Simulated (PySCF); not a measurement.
# Sr¹²⁺: ionisation energy

Sr¹²⁺ [Ar] 3d8 [3d3/2^4 3d5/2^4, M_J = 4] → Sr¹³⁺ [Ar] 3d7 [3d3/2^4 3d5/2^3, M_J = 9/2], as a difference of total energies. All numbers are calculated (PySCF 2.14, the two-component X2C-1e Hamiltonian, in an even-tempered Gaussian basis (17 s from 0.88 bohr⁻², ratio 2.8; 13 p from 1.1 bohr⁻², ratio 2.8; 8 d from 1.1 bohr⁻², ratio 2.8; 4 f from 6.2 bohr⁻², ratio 3)). Correlated levels: [Ne] frozen; the 76 highest virtual spinors dropped. "Screened" scales the spin-orbit matrix elements by Boettger's factors to mimic the two-electron term; Breit and QED terms are absent.

| method | ionisation energy (eV) |
| --- | --- |
| GHF (spin-free) | 408.00 |
| GMP2 (spin-free) | 409.48 |
| GHF (screened spin-orbit) | 407.75 |
| GMP2 (screened spin-orbit) | 409.22 |

Task: How much does correlation contribute at GMP2 (screened spin-orbit)?

Result: 409.22 − (407.75) = 1.47 eV, measured against GHF (screened spin-orbit).

The spin-free rows relax to the high-spin LS determinant and lack the spin-orbit shift.

The labels give the starting determinants; with spin-orbit coupling the two ends relaxed to ⟨J²⟩ = 20.00, ⟨L²⟩ = 12.08, ⟨S²⟩ = 1.99 and ⟨J²⟩ = 24.75, ⟨L²⟩ = 12.33, ⟨S²⟩ = 3.63.

For comparison: 408 ± 3 eV (theoretical estimate listed by NIST; NIST Atomic Spectra Database, ionization energies).
